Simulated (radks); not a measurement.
Species: Mo3+. Configuration: [Kr] 4d3 (the NIST ground configuration).

Method: scalar-relativistic Kohn-Sham, PBE, spin-polarised, spherical densities, finite nucleus; open shells are filled with parallel spins first (spin-orbit coupling, left out, can overturn this in heavy ions); Fermi nuclear charge, rms radius 4.4091 fm; computed with a radial shooting solver on a logarithmic mesh with Libxc functionals.

Energy parts (hartree):
| part | energy |
|---|---|
| total | -4046.82755 |
| kinetic | 4172.62457 |
| electron-nucleus | -9706.68208 |
| Hartree | 1609.83021 |
| exchange-correlation | -122.60025 |

Orbitals (lengths in bohr, moments of r in powers of bohr; r(90%) holds 90 % of the orbital's charge):
1s up: occ. 1; eigenvalue (hartree) -729.6440; <r^4> 7.209e-06; r(90%) 0.0630
1s down: occ. 1; eigenvalue (hartree) -729.6444; <r^4> 7.208e-06; r(90%) 0.0630
2s up: occ. 1; eigenvalue (hartree) -104.0948; <r^4> 0.001335; r(90%) 0.237
2s down: occ. 1; eigenvalue (hartree) -104.0804; <r^4> 0.001335; r(90%) 0.237
2p up: occ. 3; eigenvalue (hartree) -93.18568; <r^4> 0.0009572; r(90%) 0.218
2p down: occ. 3; eigenvalue (hartree) -93.17497; <r^4> 0.0009569; r(90%) 0.218
3s up: occ. 1; eigenvalue (hartree) -18.71452; <r^4> 0.06876; r(90%) 0.634
3s down: occ. 1; eigenvalue (hartree) -18.70710; <r^4> 0.06869; r(90%) 0.633
3p up: occ. 3; eigenvalue (hartree) -15.14015; <r^4> 0.07598; r(90%) 0.651
3p down: occ. 3; eigenvalue (hartree) -15.13174; <r^4> 0.07584; r(90%) 0.650
3d up: occ. 5; eigenvalue (hartree) -9.32739; <r^4> 0.08345; r(90%) 0.664
3d down: occ. 5; eigenvalue (hartree) -9.31407; <r^4> 0.08305; r(90%) 0.663
4s up: occ. 1; eigenvalue (hartree) -3.57109; <r^4> 2.798; r(90%) 1.60
4s down: occ. 1; eigenvalue (hartree) -3.49117; <r^4> 2.748; r(90%) 1.59
4p up: occ. 3; eigenvalue (hartree) -2.60893; <r^4> 4.391; r(90%) 1.79
4p down: occ. 3; eigenvalue (hartree) -2.52106; <r^4> 4.342; r(90%) 1.78
4d up: occ. 3; eigenvalue (hartree) -1.24747; <r^4> 15.63; r(90%) 2.47
4d down: occ. 0; eigenvalue (hartree) -1.15354; <r^4> 16.40; r(90%) 2.50

The highest occupied level is 4d up at -33.946 eV. Spin moment in Bohr magnetons: 3. Summed over all electrons, <r^2> = 25.76 bohr^2, which gives a Langevin (diamagnetic) susceptibility term of -20.4 x 10^-6 cm^3/mol. The spin density at the nucleus is -2.845 e/bohr^3 (1s -0.016, 2s -0.714, 3s 0.402, 4s -2.518). The electron density at the nucleus is 9.268e+04 e/bohr^3 (large components only). The density falls to 0.001 e/bohr^3 at r = 3.28 bohr. For comparison, the ionisation energy in NIST's Atomic Spectra Database is 40.3 eV (semi-empirical). In exact Kohn-Sham theory the highest level is minus the ionisation energy, but local and semilocal functionals leave it too shallow, through self-interaction and a potential that decays too fast; potentials with the right tail come closer.
